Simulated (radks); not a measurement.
Problem. These are the eigenvalues of the occupied orbitals of an atom or ion with whole-number occupations (eV). All-electron calculation, Dirac Kohn-Sham, PBE, spin-unpolarised, spherical densities, point nucleus. Program: a radial shooting solver on a logarithmic mesh with Libxc functionals.

1s1/2: -9577.183
2s1/2: -1213.009
2p1/2: -1074.659
2p3/2: -1050.798
3s1/2: -181.7477
3p1/2: -137.6493
3p3/2: -134.4662
3d3/2: -60.7663
3d5/2: -60.3412
4p1/2: -29.8784
4p3/2: -29.5586

Which element is it, and in what charge state? The configuration may be excited. Open shells, if any, are shared by 2j + 1.

Solution. Z = 30, zinc, charge +3: Zn3+ in [Ar] 3d8 4p1. The list shows which subshells hold electrons but not how many an open one holds; the 1s level, -351.95 hartree, gives Z - s = 26.5 by -(Z - s)^2/2, which with screening and relativity narrows Z to a few neighbours, and the depths of the outer levels then fix element, charge and occupations together.
